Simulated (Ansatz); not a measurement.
NO₂, doublet, geometry from GFN2-xTB; PBE/6-31G* run with Ansatz (a quantum-chemistry and plane-wave program).

Input for Ansatz:
Ansatz 0.2 input:
```yaml
crystal:
  periodic: [false, false, false]
  atoms:
    - {symbol: O, position_ang: [1.09987865, -0.14484153, 0.00060239]}
    - {symbol: N, position_ang: [0.00419222, 0.29484101, 0.01046273]}
    - {symbol: O, position_ang: [-1.10354684, -0.11314435, -0.00975728]}
basis:
  gaussian:
    orbitals: 6-31G*
hamiltonian:
  xc: pbe
magnetization: {spin_polarized: true, initial_magnetization: 1}
scf: {lower_state_search: off}
```

Q: Predict the main parts of the log of this Ansatz run.

A: 
```
Functional definition: PBE
these checks for a lower state are left out or cut short: stability, starts, cluster_reference, orbital_swaps, neighbouring_geometries, increment
446 factors; their error is unknown
mean field evaluation 1: about -5573.0999 eV, gradient 2.6e1 eV
mean field evaluation 2: about -5567.2181 eV, gradient 5.0e1 eV
mean field evaluation 4: about -5575.2322 eV, gradient 8.1e-1 eV
mean field evaluation 8: about -5575.2128 eV, gradient 6.5e-2 eV
mean field evaluation 16: about -5575.2128 eV, gradient 6.6e-6 eV
mean field -5575.21281020 eV, -204.8852917599 hartree, gradient 6.6e-6 eV, S^2 0.751257; 0 other end points of the search recorded, 0 dependent functions left out
reference -5575.21281851 eV, -204.8852920651 hartree; 12, 11 occupied and 33, 34 virtual orbitals, 446 factors
Total energy: -5575.21281851 eV, -204.8852920651 hartree
Checks for a lower state left out: stability, starts, cluster_reference, orbital_swaps, neighbouring_geometries, increment
```
